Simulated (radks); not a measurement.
Valence configurations of Mn+ (all share [Ar]). All-electron calculation, scalar-relativistic Kohn-Sham, BLYP, spin-unpolarised, spherical densities, finite nucleus; Fermi nuclear charge, rms radius 3.7057 fm. Program: a radial shooting solver on a logarithmic mesh with Libxc functionals. Energies are relative to 3d5 4s1; eigenvalues in eV.

[
 {"valence": "3d5 4s1", "E (eV)": "0.000", "e(3d)": "-14.858", "e(4p)": "-", "e(4s)": "-11.948"},
 {"valence": "3d4 4s2", "E (eV)": "4.681", "e(3d)": "-20.119", "e(4p)": "-", "e(4s)": "-13.510"},
 {"valence": "3d4.5 4s1 4p0.5", "E (eV)": "4.374", "e(3d)": "-18.025", "e(4p)": "-8.091", "e(4s)": "-13.122"},
 {"valence": "3d5.5 4s0.5", "E (eV)": "-1.074", "e(3d)": "-12.652", "e(4p)": "-", "e(4s)": "-11.224"},
 {"valence": "3d4 4s1 4p1", "E (eV)": "9.978", "e(3d)": "-21.427", "e(4p)": "-8.908", "e(4s)": "-14.279"},
 {"valence": "3d5 4p1", "E (eV)": "4.775", "e(3d)": "-16.180", "e(4p)": "-7.921", "e(4s)": "-"},
 {"valence": "3d3 4s1 4p2", "E (eV)": "25.336", "e(3d)": "-28.817", "e(4p)": "-10.493", "e(4s)": "-16.532"},
 {"valence": "3d3 4s2 4p1", "E (eV)": "19.360", "e(3d)": "-27.617", "e(4p)": "-9.956", "e(4s)": "-15.868"},
 {"valence": "3d3.5 4s1.5 4p1", "E (eV)": "14.094", "e(3d)": "-24.414", "e(4p)": "-9.426", "e(4s)": "-15.067"},
 {"valence": "3d6", "E (eV)": "-1.471", "e(3d)": "-10.755", "e(4p)": "-", "e(4s)": "-"}
]

NIST lists [Ar] 3d5 4s1 as the ground configuration; this level of theory puts 3d6 lower, by 1.471 eV. The energies are those of spherical spin-averaged densities, not of single terms.
